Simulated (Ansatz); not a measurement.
Ansatz (a quantum-chemistry and plane-wave program) input (B3LYP-D3(BJ)/def2-TZVP):

Ansatz 0.2 input:
```yaml
crystal:
  periodic: [false, false, false]
  atoms:
    - {symbol: Si, position_ang: [0.85166501, 0.89233640, -0.46185707]}
    - {symbol: C, position_ang: [1.86886289, -0.66395011, -0.23040240]}
    - {symbol: F, position_ang: [1.41422294, 2.11401591, 0.40011825]}
    - {symbol: N, position_ang: [-0.74715053, 0.66166725, 0.50515804]}
    - {symbol: Si, position_ang: [-1.94797478, -0.71509548, 0.07604758]}
    - {symbol: H, position_ang: [0.40973900, 1.40667173, -1.73619700]}
    - {symbol: H, position_ang: [1.42618118, -1.53326603, -0.71016068]}
    - {symbol: H, position_ang: [2.86037623, -0.53399401, -0.66035453]}
    - {symbol: H, position_ang: [2.01442809, -0.89800101, 0.82530669]}
    - {symbol: H, position_ang: [-0.48854748, 0.57443859, 1.48938962]}
    - {symbol: H, position_ang: [-3.08372415, -0.41178355, 0.93523238]}
    - {symbol: H, position_ang: [-1.17467768, -1.89510230, 0.43683746]}
    - {symbol: H, position_ang: [-2.13962605, -0.50196761, -1.35028185]}
    - {symbol: H, position_ang: [-1.24602917, 1.55125925, 0.45884734]}
basis:
  gaussian:
    orbitals: def2-TZVP
hamiltonian:
  xc: b3lyp
  dispersion: d3bj
total_charge: 1
relax: {f_tol: 0.002, max_steps: 150}
```

End of the output:

```
these checks for a lower state are left out or cut short: starts, cluster_reference, orbital_swaps, neighbouring_geometries, increment
integrals: 0.16 GiB planned
1409 factors; their error is unknown
0.30 GiB of the device are held for the grids
1.23 GiB of device memory are held for the factors and their scratch space
mean field: 1.10 GiB planned
mean field -21146.58523337 eV, -777.1226736560 hartree, gradient 1.4e-5 eV, S^2 0.000000; 0 other end points of the search recorded, 0 dependent functions left out
the calculation of the forces begins
reference -21146.58553491 eV, -777.1226847374 hartree; 29, 29 occupied and 192, 192 virtual orbitals, 1409 factors
relax step  16: F+E_penalty+E_count = -21147.17238422 eV  Δ(F+E_penalty+E_count) = -2.160e-6 eV  max|allowed force component| = 2.191e-3 eV/Å  Δτ_max = 0.0018 Å  (22 SCF iters, accepted)
these checks for a lower state are left out or cut short: starts, cluster_reference, orbital_swaps, neighbouring_geometries, increment
integrals: 0.16 GiB planned
1409 factors; their error is unknown
0.30 GiB of the device are held for the grids
1.23 GiB of device memory are held for the factors and their scratch space
mean field: 1.10 GiB planned
mean field -21146.58523044 eV, -777.1226735484 hartree, gradient 1.8e-5 eV, S^2 0.000000; 0 other end points of the search recorded, 0 dependent functions left out
the calculation of the forces begins
reference -21146.58553198 eV, -777.1226846299 hartree; 29, 29 occupied and 192, 192 virtual orbitals, 1409 factors
relax step  17: F+E_penalty+E_count = -21147.17238532 eV  Δ(F+E_penalty+E_count) = -1.103e-6 eV  max|allowed force component| = 1.949e-3 eV/Å  Δτ_max = 0.0019 Å  (22 SCF iters, accepted)
integrals: 0.16 GiB planned
1409 factors; their error is unknown
0.30 GiB of the device are held for the grids
1.23 GiB of device memory are held for the factors and their scratch space
mean field: 1.10 GiB planned
mean field evaluation 128: about -21146.5852 eV, gradient 1.9e-5 eV
mean field -21146.58523044 eV, -777.1226735484 hartree, gradient 1.9e-5 eV, S^2 0.000000; 1 other end points of the search recorded, 0 dependent functions left out
the calculation of the forces begins
reference -21146.58553198 eV, -777.1226846299 hartree; 29, 29 occupied and 192, 192 virtual orbitals, 1409 factors
Total energy: -21147.17268686 eV, -777.1442621738 hartree
Atom 0 at     0.854095     0.923915    -0.380739 Å, force    -0.001798    -0.001949    -0.001285 eV/Å
Atom 1 at     1.786782    -0.648460    -0.295733 Å, force     0.000471    -0.000463    -0.000004 eV/Å
Atom 2 at     1.526610     2.106579     0.429242 Å, force     0.001058     0.001923     0.001373 eV/Å
Atom 3 at    -0.741288     0.707864     0.582671 Å, force     0.000129    -0.000421    -0.000540 eV/Å
Atom 4 at    -1.851984    -0.725464     0.101695 Å, force    -0.000447     0.000270    -0.000035 eV/Å
Atom 5 at     0.379881     1.385069    -1.688116 Å, force     0.000034     0.000039     0.000091 eV/Å
Atom 6 at     1.275859    -1.450130    -0.833752 Å, force    -0.000016     0.000190    -0.000012 eV/Å
Atom 7 at     2.762267    -0.509258    -0.768736 Å, force    -0.000130     0.000040     0.000268 eV/Å
Atom 8 at     1.960059    -0.967304     0.734055 Å, force    -0.000085     0.000051    -0.000112 eV/Å
Atom 9 at    -0.510323     0.633140     1.577662 Å, force     0.000376     0.000113     0.000212 eV/Å
Atom 10 at    -3.161263    -0.396066     0.677021 Å, force     0.000131    -0.000090     0.000033 eV/Å
Atom 11 at    -1.186277    -1.885715     0.705600 Å, force     0.000181     0.000247    -0.000140 eV/Å
Atom 12 at    -1.808014    -0.709149    -1.366733 Å, force     0.000102    -0.000119     0.000123 eV/Å
Atom 13 at    -1.268659     1.582207     0.503546 Å, force    -0.000006     0.000168     0.000028 eV/Å
Dipole moment:    -0.623735    -0.310065     0.127378 e Å
```

It need not be the lowest isomer of its formula.
